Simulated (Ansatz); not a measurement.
Wavefunction ladder for Al2Br2H4, SMILES `[AlH2-]1[Br+][AlH2-][Br+]1`

```xyz
8

Al    0.1887    0.2768    1.6584
Br   -1.6332   -0.6719    0.2980
Al   -0.1886   -0.2768   -1.6584
Br    1.6340    0.6703   -0.2978
H     0.8229   -0.8963    2.4936
H    -0.2906    1.6787    2.1889
H     0.2900   -1.6781   -2.1905
H    -0.8232    0.8974   -2.4922
```

The species carries charge 0 and has multiplicity 1. Correlated methods include outer-core shells of Br, which these sets cover unevenly. Scalar relativity is left out up to krypton. Geometry: relaxed with PBE0-D4/def2-TZVP. Frozen core, restricted reference, the Gaussian-basis code of Ansatz.

```
     basis      HF (Eh)  MP2 corr.
  def2-SVP  -5630.35841   -0.60602
def2-TZVPP  -5631.16054   -0.73005
def2-QZVPP  -5631.27352   -1.38075
```

**Question.** Estimate the CCSD correlation energy and the (T) correction in each basis where they were run (hartree).

**Answer.** 
```
     basis  CCSD corr.       (T)
  def2-SVP    -0.63830  -0.01345
def2-TZVPP    -0.76801  -0.02516
```
